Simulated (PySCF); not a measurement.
Compound: C₇H₉P.
SMILES with atom numbers: `[CH3:1][CH2:2][c:3]1[cH:4][cH:5][cH:6][cH:7][p:8]1` (hydrogens: H9, H10, H11 on C1; H12, H13 on C2; H14 on C4; H15 on C5; H16 on C6; H17 on C7)

Structure used (GFN2-xTB), in Å, numbered top down from 1:
```xyz
17
C7H9P angstrom
C     -2.472    0.098   -0.345
C     -1.649   -0.728    0.644
C     -0.182   -0.439    0.467
C      0.382    0.628    1.141
C      1.707    1.018    1.026
C      2.608    0.367    0.199
C      2.265   -0.721   -0.576
P      0.697   -1.454   -0.649
H     -2.314    1.162   -0.177
H     -3.532   -0.119   -0.237
H     -2.169   -0.136   -1.365
H     -1.957   -0.488    1.664
H     -1.841   -1.789    0.467
H     -0.256    1.194    1.810
H      2.049    1.863    1.607
H      3.627    0.729    0.159
H      3.030   -1.174   -1.195
```

Theory: TDDFT CAM-B3LYP/def2-SVPD, vertical, gas phase, core orbitals frozen in the response in PySCF 2.14.0, density-fitted response routines.

Kohn–Sham orbitals with the atoms that hold most of them (Löwdin shares over 4%, at most four atoms; ? is withheld):

```
orbital  ε (eV)                            atoms
 HOMO-3  -10.36   C3 16%, C7 16%, P8 15%, C2 14%
 HOMO-2   -8.99    P8 62%, C3 12%, C7 11%, C4 5%
 HOMO-1   -8.75                                ?
   HOMO   -8.04                                ?
   LUMO   -0.35   P8 34%, C5 17%, C7 15%, C3 14%
 LUMO+1    0.39   C6 18%, C3 18%, C4 17%, C7 17%
 LUMO+2    1.42  C1 11%, C5 11%, H14 10%, C4 10%
```

Q: Give the leading atoms of the HOMO.

A: P8 (bonded to 2 C) 30%; C3 (bonded to 2 C and P) 17%; C5 (bonded to 2 C and H) 17%; C7 (bonded to C, P and H) 11%. By element: carbon 45% or more, phosphorus 30%.

Q: Give the leading atoms of the HOMO-1.

A: C7 (bonded to C, P and H) 23%; C4 (bonded to 2 C and H) 22%; C6 (bonded to 2 C and H) 16%; C3 (bonded to 2 C and P) 14%.

Q: The HOMO–LUMO gap is 7.69 eV. Where does the response calculation put the lowest singlet, and from which orbitals?

A: S1 is at 4.79 eV (f = 0.014), 2.89 eV below the gap, made of HOMO-1→LUMO (38%), HOMO→LUMO+1 (37%), HOMO→LUMO (21%). Its leading pair isn't HOMO and LUMO; the energies of that pair differ by 8.40 eV. 

Q: One configuration dominates each of S3, S4 and S7. Which, and how do the shares of the two leading atoms of either orbital change from the occupied to the empty one?

A: 
- S3 (5.10 eV, f 0.020), HOMO-2→LUMO (91%): P8 62% → 34%, C3 12% → 14%, C5 at most 5% → 17%
- S4 (5.81 eV, f 0.0016), HOMO-2→LUMO+1 (95%): P8 62% → at most 17%, C3 12% → 18%, C6 at most 5% → 18%
- S7 (6.57 eV, f 0.384), HOMO-1→LUMO+1 (86%): C7 23% → 17%, C4 22% → 17%, C6 16% → 18%, C3 14% → 18%

One conformer stands for the species.
